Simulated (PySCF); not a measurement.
Species: C₅H₅F₃N (doublet state).
Numbering: `[F:1][C:2]([F:3])([F:4])[C@@H:5]1[CH:6]=[CH:7][CH:8][NH:9]1` (hydrogens: H10 on C5; H11 on C6; H12 on C7; H13 on C8; H14 on N9)

Geometry (GFN2-xTB, Å), atoms numbered from 1 in this order:
```xyz
14
C5H5F3N angstrom
F      2.3849    0.0258   -1.1838
C      1.6682    0.3100   -0.0783
F      2.2565    1.3611    0.5010
F      1.8174   -0.7340    0.7437
C      0.1861    0.5865   -0.4260
C     -0.6417    0.7976    0.8042
C     -1.5326   -0.2470    0.9043
C     -1.3698   -1.0927   -0.1780
N     -0.4278   -0.5660   -1.0327
H      0.2087    1.4478   -1.1151
H     -0.4918    1.6185    1.4731
H     -2.2470   -0.3843    1.6919
H     -1.8856   -1.9977   -0.4244
H      0.0738   -1.1262   -1.7019
```

The hyperfine couplings belong to this conformer and change with its torsions.

Theory: UKS B3LYP, pcH-1 on C F H N, non-relativistic, mean-field spin-orbit, GIAO (PySCF 2.14.0). Isolated species at its GFN2-xTB geometry, gas phase. The geometry wasn't refined by DFT: couplings that depend on bond lengths, twists or pyramidal angles can differ widely from those at the functional's own minimum. Stability of the SCF solution: not tested.

Problem. Break the g tensor into its mass correction, gauge correction and orbital-Zeeman/spin–orbit terms.

Solution. 
```tsv
Δg (ppm)	1	2	3
relativistic mass correction	-173	-173	-173
gauge correction	8	38	36
orbital Zeeman/spin–orbit	117	847	1353
total	-47	712	1215
```

So g = 2.00227, 2.00303, 2.00353 and g_iso = 2.00295; the tensor is rhombic: the two nearest values differ by 40 % of g3 − g1. Axes: g2 points within 15° of the C8–N9 bond and g3 points within 11° of the C6–H11 bond.

Problem. What are the electron Larmor frequencies g μB B/h along the three axes at 1200 mT?

Solution. 33.6291, 33.6419, 33.6504 GHz for g1, g2 and g3, a range of 21.2 MHz.

Problem. At 34.152 GHz, how far is the centre of the isotropic spectrum from where a free electron (g = 2.002319) resonates?

Solution. B = hν/(g μB) with μB/h = 13.99624 MHz/mT gives 1218.63 mT for the free electron and 1218.25 mT at g_iso, 0.38 mT lower.

Problem. Average each term over the three axes. Which is largest in size?

Solution. The orbital-Zeeman/spin–orbit term 772, the mass correction -173 and the gauge correction 27 ppm, for a total of 627 ppm. The orbital-Zeeman/spin–orbit term is the largest in size. The mass correction is the same along every axis, so the anisotropy comes from the other two: their spans along these axes are 30 (gauge) and 1235 ppm (orbital Zeeman/spin–orbit).

Problem. In a frozen sample, at which fields do the three g values resonate at 9.5, 34, 94 and 263 GHz (hyperfine left aside), and which band first spreads them over more than twice a line width of 0.3 mT?

Solution. 
```csv
band,GHz,B(g3) mT,B(g2) mT,B(g1) mT,spread mT
X,9.5,338.78,338.86,338.99,0.21
Q,34.0,1212.47,1212.77,1213.23,0.76
W,94.0,3352.12,3352.96,3354.23,2.11
J,263.0,9378.80,9381.16,9384.72,5.91
```

The spread grows in proportion to the frequency. Q band is the first where it exceeds 0.6 mT.

The largest Mulliken spin populations are on C6 (+0.56), C8 (+0.49), C7 (-0.17) and N9 (+0.13). The positive populations add up to 1.28 and the negative ones to -0.28, together 2S = 1. The angles at C6 add up to 360.0°, so it is planar.

The HOMO–LUMO gaps are 5.17 eV among the α and 5.40 eV among the β orbitals.
